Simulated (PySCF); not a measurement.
## Interval between two levels of Pd³⁺ by level of theory

Pd³⁺ [Kr] 4d7 [4F9/2, M_J = 9/2] → Pd³⁺ [Kr] 4d6 5p1 [6F11/2, M_J = 11/2], as a difference of total energies. Computed with PySCF 2.14 in x2c-TZVPall-2c (8s9p7d1f, 77 functions), with the two-component X2C-1e Hamiltonian. Correlated levels: [Ar] 3d10 frozen; the 6 highest virtual spinors dropped. "Screened" scales the spin-orbit matrix elements by Boettger's factors to mimic the two-electron term; Breit and QED terms are absent.

| method | interval between two levels (cm⁻¹) |
| --- | --- |
| GHF (spin-free) | 144500 |
| GMP2 (spin-free) | 147180 |
| GHF (screened spin-orbit) | 146580 |
| GMP2 (screened spin-orbit) | 149340 |

The labels give the starting determinants; with spin-orbit coupling the two ends relaxed to ⟨J²⟩ = 24.76, ⟨L²⟩ = 12.21, ⟨S²⟩ = 3.69 and ⟨J²⟩ = 35.76, ⟨L²⟩ = 12.17, ⟨S²⟩ = 8.67.
